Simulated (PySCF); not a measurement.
# Assigning NMR signals

Geometry (Å), atoms numbered from 1 in this order:
```xyz
15

C     2.1584    0.1164   -0.3522
C     0.7336    0.5245   -0.5417
C    -0.3326    0.0425    0.0891
Si   -2.0933    0.6358   -0.2616
C    -0.2142   -1.0286    1.1317
F    -1.4542   -1.3384    1.6465
H     2.2784   -0.6057    0.4501
H     2.5404   -0.3218   -1.2750
H     2.7670    0.9933   -0.1317
H     0.5865    1.2957   -1.2865
H    -2.8950   -0.4972   -0.7217
H    -2.6627    1.2134    0.9548
H    -2.0008    1.6520   -1.3136
H     0.1863   -1.9632    0.7200
H     0.3978   -0.7106    1.9849
```

PySCF 2.14.0 with density-fitted response routines calculation with NMR shieldings at PBE0/pcSseg-1/GIAO and geometry from GFN2-xTB; in vacuum, relativity neglected, single conformer, one averaged value for each set of equivalent atoms.

References, each an isolated molecule treated in the same way: TMS for $^{13}$C, $^{1}$H.

Q: Assign these signals to the numbered atoms. $^{13}$C{$^{1}$H} NMR (computed): δ 143.5 (C), 143.2 (CH), 88.7 (CH2), 19.1 (CH3).

A: 
143.5 → C3, fully substituted alkene carbon: as expected for a trigonal carbon in a double bond
143.2 → C2, alkene CH: an sp2 carbon of a C=C bond
88.7 → C5, allylic sp3 CH2 bonded to F: deshielded by the electronegative neighbour
19.1 → C1, allylic methyl carbon: aliphatic region, no heteroatom directly attached

C3 and C2 lie closer than the usual error of such a calculation, so a measured spectrum could show them in the other order.

Q: Assign these signals to the numbered atoms. $^{1}$H NMR (400 MHz, computed): δ 6.14 (m, 1H), 5.66 (m, 2H), 4.21 (s, 3H), 1.72 (d, 3H).

A: 
```tsv
δ (ppm)	atoms	environment	reason
6.14	H10	hydrogen on an alkene CH	olefinic region
5.66	H14/H15	hydrogen on an allylic sp3 CH2 bonded to F	its carbon carries F, an electronegative neighbour
4.21	H11/H12/H13	hydrogen on a silicon bonded to C	–
1.72	H7/H8/H9	hydrogen on an allylic methyl carbon	allylic position
```

Splittings by $^{19}$F in the carbon and heteronuclear signals aren't shown, as no couplings were computed. Shifts are as computed. Against solution values, carbons near 30 ppm lie about +3 ppm off and those near 130 ppm about +5 ppm. Of 1309 compounds with measured shifts, 239 miss one by over three times the rms of a fit or turn the order of signals round; such compounds aren't used in these exercises. No couplings were computed; multiplicities are counted from neighbouring protons, with m where these are inequivalent, close in shift, in a saturated or five-membered ring or joined by F or P, and br s for small geminal =CH2 splittings.
